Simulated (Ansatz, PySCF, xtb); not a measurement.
Energy difference R1 + R2 → P1 + P2, each structure at its B3LYP-D3(BJ)/def2-TZVP stationary point, reached from a drawn start (curvature not checked).
R1: H2O (SMILES O), charge 0, multiplicity 1.
R2: H5NSi (SMILES N[SiH3]), charge 0, multiplicity 1.
P1: H4OSi (SMILES O[SiH3]), charge 0, multiplicity 1.
P2: NH3 (SMILES N), charge 0, multiplicity 1.

P less R. No zero-point or thermal terms.

Frozen-core correlation throughout. CBS: X⁻³ extrapolation of the correlation energy, Hartree–Fock from the larger set.

Run with Ansatz (a program for electronic structure) with Gaussian orbitals; PySCF for the D3/D4 terms; xtb for the GFN methods. All values are computed, each at the level named.

```tsv
level	reaction energy (kcal/mol)
GFN2-xTB	-16.40
HF/cc-pV(Q+d)Z	-11.87
BLYP/def2-TZVPP	-11.02
PBE0/def2-TZVPP	-9.63
PBE0-D4/def2-TZVPP	-9.37
MP2/cc-pV(D+d)Z	-9.89
MP2/cc-pV(T+d)Z	[?]
SCS-MP2/cc-pV(D+d)Z	[?]
CCSD(T)/CBS(cc-pV(T+d)Z, cc-pV(Q+d)Z)	[?]
```

Task: Complete the blanks.

Result: 
- MP2/cc-pV(T+d)Z, reaction energy (kcal/mol): -10.74
- SCS-MP2/cc-pV(D+d)Z, reaction energy (kcal/mol): -10.37
- CCSD(T)/CBS(cc-pV(T+d)Z, cc-pV(Q+d)Z), reaction energy (kcal/mol): -10.16
